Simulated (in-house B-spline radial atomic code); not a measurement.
# Se4+: [Ar] 3d10 4s1 4d1 (an excited or competing configuration)

All numbers are computed (non-relativistic r2SCAN0, spin-polarised, spherical fractional occupations, exact exchange averaged over the configuration; point nucleus) with an all-electron radial atomic-structure program (B-spline basis), not measured.

Effective charges: Z_r = [3n² - l(l+1)]/(2<r>) from the radius, Z_e = n√(-2ε) from the energy, and Slater's rules. Values are occupation-weighted means over spin.

| shell | electrons | ε (eV) | <r> (bohr) | Z_r | Z_e | Slater |
| --- | --- | --- | --- | --- | --- | --- |
| 1s | 2 | -12443 | 0.04499 | 33.34 | 30.24 | 33.70 |
| 2s | 2 | -1650.1 | 0.1996 | 30.05 | 22.03 | 29.85 |
| 2p | 6 | -1484.6 | 0.1728 | 28.94 | 20.89 | 29.85 |
| 3s | 2 | -275.3 | 0.5826 | 23.17 | 13.49 | 22.75 |
| 3p | 6 | -217.39 | 0.5918 | 21.12 | 11.99 | 22.75 |
| 3d | 10 | -115.32 | 0.6169 | 17.02 | 8.73 | 12.85 |
| 4s | 1 | -65.873 | 1.608 | 14.93 | 8.80 | 8.70 |
| 4d | 1 | -32.725 | 2.321 | 9.05 | 6.20 | 5.00 |

The least bound orbital is 4d up at -32.72 eV, and it is also the most diffuse (<r> = 2.321 bohr).
